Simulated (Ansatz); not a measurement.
The first iterations of a band of FGeH$_{4}$N (7 atoms, charge 0, multiplicity 1).

Method: RKS PBE/def2-SVPD in Ansatz 0.2.0.

| Property | Result |
| --- | --- |
| movable images | 5 |
| climbing image | yes |
| spring | 5.0 eV/Å² |
| optimiser | quadratic models (default) |
| start path | IDPP |
| force threshold | 0.05 eV/Å |
| iteration limit | 60 |
| end points | relaxed |

Image 0:

```xyz
7
Properties=species:S:1:pos:R:3
N -0.806 0.432 -0.711
Ge 0.583 -0.033 0.386
F 0.476 -1.742 0.931
H -0.847 -0.021 -1.626
H -1.738 0.461 -0.293
H 0.495 0.796 1.682
H 1.898 0.039 -0.415
```

Image 6:

```xyz
7
Properties=species:S:1:pos:R:3
N -0.806 0.431 -0.711
Ge 0.584 -0.032 0.386
F 0.475 -1.741 0.930
H -1.739 0.458 -0.293
H -0.847 -0.022 -1.626
H 0.495 0.797 1.682
H 1.898 0.040 -0.415
```

| iteration | highest image above the first end (eV) | largest band force component (eV/Å) |
| --- | --- | --- |
| 1 | 0.344 | 1.045 |
| 2 | 0.242 | 0.511 |

Question: Does the band converge within its limit, and where does its top end?

Answer: It converged. It ended after 7 iterations with the highest image 0.222 eV above the first end. A vibrational analysis at the climbing image gives 2 clearly imaginary modes (359i, 274i cm⁻¹): a point of higher order, so a lower path passes nearby.

The run took 50 s on 2 threads of AMD EPYC 7B13 (Zen 3), on a shared host, peak memory 0.17 GiB.
